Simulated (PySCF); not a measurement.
Members of one family of related compounds. Level of theory: TDDFT CAM-B3LYP/def2-SVPD, vertical, gas phase, core orbitals frozen in the response in PySCF. Geometries: GFN2-xTB; one conformer of each isolated species. Triplets are in the Tamm–Dancoff approximation. 'Strongest' means the level of largest summed f among the lowest 8 singlets; it needn't be the same kind of state in each.

**Question.** Rank by computed HOMO energy, lowest first.
A. `FC(F)(F)P(C#P)C(F)(F)F`
B. `CCC(C)(C)C#P`
C. `[SiH](C)(C#P)C`
D. `P#CC1CC1`

**Answer.** A (-9.34 eV), C (-8.94 eV), B (-8.60 eV), D (-8.17 eV).

| SMILES | HOMO (eV) | first f ≥ 0.01 (nm) | f (strongest) | strongest (eV) | f (S1) | S1 mainly |
| --- | --- | --- | --- | --- | --- | --- |
| FC(F)(F)P(C#P)C(F)(F)F | -9.34 | 210 | 0.57 | 6.28 | 0.002 | H→L (90%) |
| C[SiH](C)C#P | -8.94 | 179 | 0.86 | 6.94 | 0.000 | H→L (49%) |
| CCC(C)(C)C#P | -8.60 | 173 | 0.81 | 7.32 | 0.000 | H→L (39%) |
| P#CC1CC1 | -8.17 | 182 | 1.06 | 7.06 | 0.000 | H→L (88%) |

H and L stand for HOMO and LUMO.

- `FC(F)(F)P(C#P)C(F)(F)F`: Löwdin shares by element: HOMO phosphorus 54%, carbon 32% or more; LUMO phosphorus 57%, carbon 32% or more.
- `C[SiH](C)C#P`: Löwdin shares by element: HOMO carbon 48% or more, phosphorus 38%, silicon 6%; LUMO (one of a set within 0.03 eV) phosphorus 51%, carbon 36% or more, silicon 7%.
- `CCC(C)(C)C#P`: Löwdin shares by element: HOMO carbon 52% or more, phosphorus 41%; LUMO phosphorus 52%, carbon 35% or more.
- `P#CC1CC1`: Löwdin shares by element: HOMO carbon 52% or more, phosphorus 39%; LUMO phosphorus 51%, carbon 38% or more, hydrogen 4% or more.
